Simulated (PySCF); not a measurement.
Input of a run (PBE0-D3(BJ)/def2-SVP geometry optimisation, gas phase (PySCF 2.14.0)), started from GFN2-xTB:
```
{"job": {"xc": "PBE0", "basis": "def2-SVP", "d3": "d3bj", "grid": 1, "kind": "geom"}, "charge": 0, "multiplicity": 1}
O      2.162268     2.198160     0.196053
C      1.510644     1.182103     0.109322
C      2.123910    -0.154598     0.009600
C      1.397126    -1.270101    -0.088246
C     -0.077065    -1.264691    -0.105128
O     -0.736421    -2.273162    -0.194038
C     -0.696608     0.088727    -0.002098
C     -2.210014     0.120485    -0.015212
F     -2.685773     1.371128     0.080459
F     -2.732236    -0.564268     1.007158
F     -2.711271    -0.392447    -1.143255
C      0.026946     1.206965     0.095348
H      3.204649    -0.176432     0.020295
H      1.853031    -2.247618    -0.161618
H     -0.433600     2.183738     0.169450
```

Output (energies in Eh, forces in Eh/bohr):
```
step   0  E = -717.22447864  max force = 0.015563
step   1  E = -717.22486222  max force = 0.009739
step   2  E = -717.22548959  max force = 0.003941
step   3  E = -717.22573246  max force = 0.002626
step   4  E = -717.22586264  max force = 0.001988
step   5  E = -717.22588862  max force = 0.001431
step   6  E = -717.22590886  max force = 0.000650
step   7  E = -717.22592080  max force = 0.000668
step   8  E = -717.22592521  max force = 0.000692
step   9  E = -717.22592872  max force = 0.000558
step  10  E = -717.22593235  max force = 0.000362
optimisation converged
```

**Question.** Summarise the run.

**Answer.** The energy falls by 0.91 kcal/mol over 11 energy and gradient evaluations, the largest force component goes from 0.0156 to 3.6e-04 Eh/bohr, and the atoms move by 0.020 Å rms after alignment. Among the bonds, C3–H13 and C4–H14 change most and about equally (+0.012 Å). Bonds longer at the end by more than 0.005 Å: 7 of 15; shorter: 3. Among the angles that change most is C4–C5–C7, from 114.7° to 116.8°. The energy never rose by more than 1e-6 Eh on the way. The first step brought 26 % of the lowering.

**Question.** What are the final bond lengths?

**Answer.** O1=C2 1.213 Å, C2–C3 1.480 Å, C3=C4 1.341 Å, C4–C5 1.482 Å, C5=O6 1.211 Å, C5–C7 1.493 Å, C7–C8 1.511 Å, C8–F9 1.336 Å, C8–F10 1.330 Å, C8–F11 1.329 Å, C7=C12 1.342 Å, C2–C12 1.485 Å, C3–H13 1.093 Å, C4–H14 1.093 Å, C12–H15 1.092 Å. Numbering counts from 1 in the input's order; the species is `O=C1C=CC(=O)C(C(F)(F)F)=C1`.

The run used 183 basis functions and 86 SCF cycles in all.

Not checked by PBE0-D3(BJ)/def2-SVP frequencies.

Conformer computed: `[O:1]=[C:2]1[CH:3]=[CH:4][C:5](=[O:6])[C:7]([C:8]([F:9])([F:10])[F:11])=[CH:12]1`: C5–C7–C8–F9 180°.
